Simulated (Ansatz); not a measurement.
`CO[CH2][AlH2]` + `[SiH3]SS` → `[AlH2][S][SiH3]` + `COCS`  (formal exchange of groups at the Al–C bond)

Calculated with Ansatz (gas phase, PBE0-D4/def2-TZVP geometries, no zero-point term in ΔE). CCSD(T)/CBS adds triple-zeta CCSD(T) − MP2 to the extrapolated MP2 energy (def2 sets, frozen cores). This one scheme is used for every species. Functionals use def2-TZVPP. B3LYP here is the variant with VWN-RPA as its local correlation; programs differ in this. Each species was taken in one conformer, which may not be the lowest.

| level | ΔE (kcal/mol) | difference from CCSD(T)/CBS |
| --- | --- | --- |
| PBE-D4 | -34.9 | 2.0 |
| PBE0-D4 | -36.4 | 0.5 |
| B2PLYP | -36.1 | 0.8 |
| PBE | -34.6 | 2.3 |
| PBE0 | -36.2 | 0.7 |
| B3LYP | -34.4 | 2.5 |
| HF/def2-TZVPP | -37.9 | -1.0 |
| MP2/def2-TZVPP | -38.8 | -1.9 |
| SCS-MP2/def2-TZVPP | -37.7 | -0.8 |
| CCSD/def2-TZVPP | -37.5 | -0.6 |
| CCSD(T)/def2-TZVPP | -37.7 | -0.8 |
| HF/def2-QZVPP | -37.6 | -0.7 |
| MP2/def2-QZVPP | -38.3 | -1.4 |
| SCS-MP2/def2-QZVPP | -37.3 | -0.4 |
| HF/CBS(def2) | -37.5 | -0.6 |
| CCSD/CBS(def2) | -36.7 | 0.2 |
| CCSD(T)/CBS | -36.9 | 0 |

Largest T1 diagnostic among the species: 0.012.

From PBE to PBE0 (25 % exact exchange), in def2-TZVPP and without D4, ΔE moves by −1.5 kcal/mol.
